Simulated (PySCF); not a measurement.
## Dipole response of C⁺ (carbon, charge +1)

[He] 2s2 2p1, 2P determinant. Calculation: PySCF 2.14, in aug-cc-pVQZ-DK; scalar relativity by spin-free X2C-1e. Coupled (time-dependent) response in atomic units; α is the mean over directions.

```tsv
method	mean α (bohr³)	α xx, yy, zz	C₆ (like pair)	S(−4)
UHF	6.296	6.371, 6.146, 6.371	14.94	40.24
PBE	6.090	6.126, 6.018, 6.126	14.64	28.39
PBE0	6.071	6.125, 5.962, 6.125	14.54	28.80
BP86	6.087	6.126, 6.009, 6.126	14.65	28.19
r2SCANh	6.178	6.217, 6.101, 6.217	15.27	29.74
```

S(−4) is the Cauchy moment in α(ω) = α(0) + S(−4) ω² + …

α(iu) at PBE0:

| u (hartree) | α(iu) (bohr³) |
| --- | --- |
| 0 | 6.071 |
| 0.0500 | 6.000 |
| 0.100 | 5.802 |
| 0.200 | 5.160 |
| 0.300 | 4.411 |
| 0.500 | 3.120 |
| 0.750 | 2.081 |
| 1.00 | 1.465 |
| 1.50 | 0.8302 |
| 2.00 | 0.5325 |
| 3.00 | 0.2733 |
| 5.00 | 0.1137 |

For an ion, C₆ is the dispersion term alone; charge-induced terms of lower order in 1/R come first.

The components differ because the open shell of this determinant is not spherical; for a pure term their mean is the scalar polarisability.
